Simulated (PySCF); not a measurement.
TaOF3, SMILES [O]=[Ta]([F])([F])[F], multiplicity 1. Geometry optimised at B3LYP-D3(BJ)/def2-SVP. The multiplicity is an assumed one; other spin states were not compared. The isomer is the one that the SMILES or the coordinates give; other isomers of the formula were not compared. The def2 effective core potentials stand for the cores of Ta; spin–orbit coupling is left out.

Computed equilibrium geometry at B3LYP-D3(BJ)/def2-SVP (PySCF confirms it by a frequency run) as a Z-matrix, and its point group:
point group C3v.
```
Ta
O 1 1.7181
F 1 1.8818 2 106.98
F 1 1.8818 2 106.98 3 120.00
F 1 1.8818 2 106.98 3 -120.00
```
Charge 0, spin multiplicity 1.
